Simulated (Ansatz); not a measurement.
```yaml
crystal:
  periodic: [false, false, false]
  atoms:
    - {symbol: Ti, position_ang: [0.634178, -0.539038, -0.619072]}
    - {symbol: Ti, position_ang: [0.124770, 0.773178, 1.312533]}
    - {symbol: Se, position_ang: [1.615020, 1.641509, -0.338972]}
    - {symbol: Se, position_ang: [0.825985, -1.493466, 1.582628]}
    - {symbol: Se, position_ang: [-1.884269, 0.473885, -0.000713]}
    - {symbol: Se, position_ang: [-1.315695, -0.856067, -1.936404]}
basis:
  gaussian: {orbitals: def2-mTZVPP}
total_charge: -1
magnetization: {spin_polarized: true, initial_magnetization: 1}
hamiltonian: {xc: {name: wB97X-V}}
scf: {lower_state_search: off}
output: {forces: true}
```

```sh
$ ansatz run in.yaml --threads 4 --pin off --events-out ev --progress --plain --max-ram 8704MiB
```

It prints (some lines left out):

```
Functional definition: wB97X-V
1982 factors; integrals over basis functions are off by at most 4.7e-4 eV
435 factors; integrals over basis functions are off by at most 3.5e-6 eV
mean field evaluation 1: about -307601.4983 eV, gradient 2.2e1 eV
mean field evaluation 2: about -307593.7585 eV, gradient 5.5e1 eV
mean field evaluation 4: about -307604.0685 eV, gradient 1.4e1 eV
mean field evaluation 8: about -307604.9304 eV, gradient 6.7e-1 eV
mean field evaluation 16: about -307605.0245 eV, gradient 1.8e0 eV
mean field -307605.12133398 eV, -11304.2797067838 hartree, gradient 2.9e-6 eV, S^2 1.174766; 0 other end points of the search recorded, 0 dependent functions left out
reference -307605.12133212 eV, -11304.2797067153 hartree; 91, 90 occupied and 119, 120 virtual orbitals, 1982 factors
Total energy: -307605.12133212 eV, -11304.2797067153 hartree
Atom 0 at     0.634178    -0.539038    -0.619072 Å, force     0.229031    -0.258689    -0.327817 eV/Å
Atom 1 at     0.124770     0.773178     1.312533 Å, force    -0.532531     0.685385     0.899379 eV/Å
Atom 2 at     1.615020     1.641509    -0.338972 Å, force     0.890820     0.854619    -0.725556 eV/Å
Atom 3 at     0.825985    -1.493466     1.582628 Å, force     0.357890    -1.262754     0.572388 eV/Å
Atom 4 at    -1.884269     0.473885    -0.000713 Å, force    -0.863953     0.405140     0.306277 eV/Å
Atom 5 at    -1.315695    -0.856067    -1.936404 Å, force    -0.081258    -0.423701    -0.724671 eV/Å
Dipole moment:     0.106902     0.195960     0.363578 e Å
Checks for a lower state left out: stability, starts, cluster_reference, orbital_swaps, neighbouring_geometries, increment
```

Run time 36 s (4 threads of Intel Xeon Platinum 8488C on a shared host), peak host memory 2.1 GiB.

The highest occupied level of an anion often lies above zero with these methods, and sets without diffuse functions describe the outer electron poorly. The charge -1 doublet is spin-contaminated (final ⟨S²⟩ up to 1.17, 0.75 for a pure state).

The dipole of an ion depends on the origin.
